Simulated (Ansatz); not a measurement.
Reaction (ligand exchange at the Si–N bond): `O[SiH](O)N[SiH2]F` + H–F → `O[SiH](O)F` + `N[SiH2]F`

Isolated molecules relaxed with PBE0-D4/def2-TZVP in Ansatz; ΔE leaves out vibrations. CBS: MP2 limit from def2 TZ/QZ plus the TZ coupled-cluster correction, frozen cores. This one scheme is used for every species. DFT in def2-TZVPP. Each species was taken in one conformer, which may not be the lowest.

| level | ΔE (kJ/mol) |
| --- | --- |
| B2PLYP | -94.1 |
| HF/def2-QZVPP | -108.0 |

**Question.** What does CCSD(T)/CBS give? (An estimate is asked.)

**Answer.** The calculation gave: -82.5 kJ/mol. The listed levels differ from it by -11.6, -25.5 kJ/mol.

Largest T1 diagnostic among the species: 0.012.

In def2-TZVPP, CCSD(T) changes the Hartree–Fock value by +23.6 kJ/mol (the triples alone add +3.6 kJ/mol) and MP2 by +25.0 kJ/mol. The D4 term adds +13.8 kJ/mol with B3LYP and +7.8 kJ/mol with PBE0; it sums over pairs of atoms, weighted by their polarisabilities, and B3LYP, whose exchange is more repulsive, gets the larger term.

B3LYP here is the variant with VWN-RPA as its local correlation; programs differ in this.
